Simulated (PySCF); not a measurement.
1-fluorocyclopropane-1-carbaldehyde (C4H5FO), SMILES C1C(C=O)(F)C1. Geometry: B3LYP-D3(BJ)/def2-SVP. Other conformers were not sampled.

Computed equilibrium geometry at B3LYP-D3(BJ)/def2-SVP (PySCF confirms it by a frequency run) as bond lengths and angles, and its point group (one conformer of several):
point group Cs.
Atoms: O1 C2 C3 F4 C5 C6 H7 H8 H9 H10 H11. Bonded distances (Å): O1–C2 1.207, C2–C3 1.489, C2–H7 1.120, C3–F4 1.367, C3–C5 1.507, C3–C6 1.507, C5–C6 1.501, C5–H8 1.093, C5–H9 1.093, C6–H10 1.093, C6–H11 1.093. Bond angles (°): O1–C2–C3 123.7, O1–C2–H7 122.8, C3–C2–H7 113.5, C2–C3–F4 112.9, C2–C3–C5 119.3, C2–C3–C6 119.3, F4–C3–C5 117.9, F4–C3–C6 117.9, C5–C3–C6 59.7, C3–C5–C6 60.1, C3–C5–H8 115.3, C3–C5–H9 116.4, C6–C5–H8 117.9, C6–C5–H9 118.6, H8–C5–H9 116.4, C3–C6–C5 60.1, C3–C6–H10 115.3, C3–C6–H11 116.4, C5–C6–H10 117.9, C5–C6–H11 118.6, H10–C6–H11 116.4.
Charge 0, spin multiplicity 1.
